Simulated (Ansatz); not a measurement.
Breaking the Ge1–F3 bond in FGeH (SMILES [F][GeH]) (multiplicity 1 held, fragments rigid). Energies count from the point at 1.770 Å.
Geometry at that point (charge 0, multiplicity 1):
```
atom    x (Å)    y (Å)    z (Å)
----  -------  -------  -------
Ge    -0.1137  -0.2269   0.2808
H     -0.9845  -1.0535  -0.7992
F      0.5137   0.9238  -0.9095
```

U- levels take the lowest unrestricted solution at each point, which mixes spins at long bonds. Active spaces are followed from a long bond inwards. Curves can end on different states.

Frozen-core correlation. Filled d and f shells under p-block atoms count as core.

Programs: Ansatz (a first-principles code) with Gaussian orbitals. 

Energies in eV.

| R (Å) | U-MP2/cc-pVDZ | CASSCF(6,4)/cc-pVDZ | FIC-MRCISD on CASSCF(6,4)/cc-pVDZ | FIC-MRCISD+Q on CASSCF(6,4)/cc-pVDZ |
|---|---|---|---|---|
| 1.416 | 3.39 | 3.27 | 3.33 | 3.38 |
| 1.593 | 0.60 | 0.59 | 0.59 | 0.61 |
| 1.770 | 0.00 | 0.00 | 0.00 | 0.00 |
| 1.948 | 0.31 | 0.28 | 0.30 | 0.29 |
| 2.125 | 0.97 | 0.89 | 0.94 | 0.92 |
| 2.390 | 2.09 | 1.88 | 2.00 | 1.98 |
| 2.656 | 4.03 | 2.71 | 2.94 | 2.94 |
| 3.098 | 4.82 | 3.54 | 4.01 | 4.05 |
| 3.541 | 5.01 | 3.85 | 4.45 | 4.52 |
| 4.072 | 5.07 | 3.96 | 4.61 | 4.68 |
| 4.780 | 5.09 | 3.99 | 4.65 | 4.73 |
| 5.665 | 5.09 | 4.00 | 4.66 | 4.74 |

Doubts at one or more of the structures used: a spin-contaminated determinant (U-MP2/cc-pVDZ); active orbitals that take no part (CASSCF(6,4)/cc-pVDZ, FIC-MRCISD on CASSCF(6,4)/cc-pVDZ, FIC-MRCISD+Q on CASSCF(6,4)/cc-pVDZ).
